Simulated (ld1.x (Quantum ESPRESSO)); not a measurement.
# Configuration tests for copper (ultrasoft)

Cu (Z = 29), ultrasoft, made with ld1.x (Quantum ESPRESSO) 7.5 (revPBE, scalar-relativistic). Core [Ar], reference 3d10 4s0 4p1. Waves: 4s (bound, empty): rcut 2.10, rcutus 2.55 bohr; 4s channel at 2.55 Ry: rcut 2.10, rcutus 2.55 bohr; 4p (bound): rcut 2.50, rcutus 3.40 bohr; 4p channel at 2.25 Ry: rcut 2.50, rcutus 3.40 bohr; 3d (bound): rcut 1.10, rcutus 1.35 bohr; 3d channel at 3.25 Ry: rcut 1.10, rcutus 1.35 bohr. Local part: all-electron potential smoothed inside 2.20 bohr (lloc = -1). Core correction: Bessel-smoothed model core inside 0.85 bohr. Augmentation charge: PSQ, radius 0.90 bohr.

Energies are relative to the spin-unpolarised reference configuration 3d10 4s0 4p1; without spin polarisation the order of configurations can differ from experiment.

| valence configuration | charge | ΔE all-electron (eV) | error AE − PS (meV) |
| --- | --- | --- | --- |
| 3d10 4s1 4p0 | 0 | -4.086 | -0.8 |
| 3d10 4s0 4p0 | +1 | 3.926 | -1.2 |
| 3d10 4s0.5 4p0 | +0.5 | -0.984 | -0.2 |
| 3d7 4s0 4p0 | +4 | 123.631 | -1643 |
| 3d8 4s0 4p0 | +3 | 64.030 | -507 |

(1) What are ΔE and the potential's error for 3d9 4s1 4p1?

(2) What are ΔE and the potential's error for 3d9 4s0 4p0?

Levels in the configuration 3d7 4s0 4p0:

```
level  all-electron (eV)  pseudo (eV)
   3d            -70.834      -72.436
```

## Answers

(1) ΔE = 2.715 eV all-electron; the error (AE − PS) is -72 meV.

(2) ΔE = 25.131 eV all-electron; the error (AE − PS) is -73 meV.
